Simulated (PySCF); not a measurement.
# Nuclear quadrupole coupling in `CC[C@@H](C)[Si@H](N)NC`

Species: C5H16N2Si.
Cartesian coordinates in Å at the GFN2-xTB level; atoms count from 1:
```
atom  x, y, z in Å
C1    -2.039    1.658    1.061
C2    -2.014    0.542    0.025
C3    -0.803   -0.383    0.161
C4    -0.912   -1.512   -0.865
Si5    0.885    0.510   -0.002
N6     0.823    1.421   -1.468
N7     2.263   -0.495   -0.246
C8     2.708   -1.456    0.732
H9    -1.200    2.335    0.923
H10   -2.961    2.230    0.982
H11   -1.978    1.243    2.065
H12   -2.928   -0.052    0.128
H13   -2.022    0.976   -0.978
H14   -0.853   -0.838    1.157
H15   -0.847   -1.115   -1.876
H16   -1.862   -2.039   -0.765
H17   -0.109   -2.235   -0.730
H18    1.195    1.237    1.243
H19    0.051    2.054   -1.588
H20    1.674    1.868   -1.769
H21    2.421   -0.823   -1.186
H22    3.763   -1.690    0.575
H23    2.139   -2.394    0.703
H24    2.593   -1.024    1.724
```

Field gradients from the PBE0/pcSseg-1 density (PySCF, non-relativistic), principal values in atomic units, ordered |Vxx| ≤ |Vyy| ≤ |Vzz|:

```
atom     Vxx     Vyy      Vzz
  N6  0.2689  0.6130  -0.8819
  N7  0.3067  0.7221  -1.0288
```

Question: Find the asymmetry η = (Vxx − Vyy)/Vzz and the couplings χ = eQV/h (234.96 MHz × Q in barn × V in au), with Q(14N) = 0.02044 b.

Answer: 
| atom | environment | nucleus | η | χzz (MHz) | χxx (MHz) | χyy (MHz) |
| --- | --- | --- | --- | --- | --- | --- |
| N6 | silicon-bound nitrogen | 14N | 0.39 | -4.235 | 1.291 | 2.944 |
| N7 | silicon-bound nitrogen | 14N | 0.40 | -4.941 | 1.473 | 3.468 |

The tensor is traceless: Vxx + Vyy + Vzz = 0.

Question: What is Vzz at N7 in SI units (1 au = 9.71736 × 10²¹ V/m²)?

Answer: -1.0288 au = -9.997 × 10²¹ V/m².

Were the hydrogens deuterons (Q(2H) = 0.00286 b), χzz would run from 104 kHz (H18) to 292 kHz (H19).

One conformer (not necessarily the lowest) at the GFN2-xTB geometry, without solvent, vibrations or thermal averaging. GFN2-xTB bond lengths can be off by several hundredths of an ångström, more for odd bonds, and the gradients follow them. With so small a basis the couplings can be 20 % off.
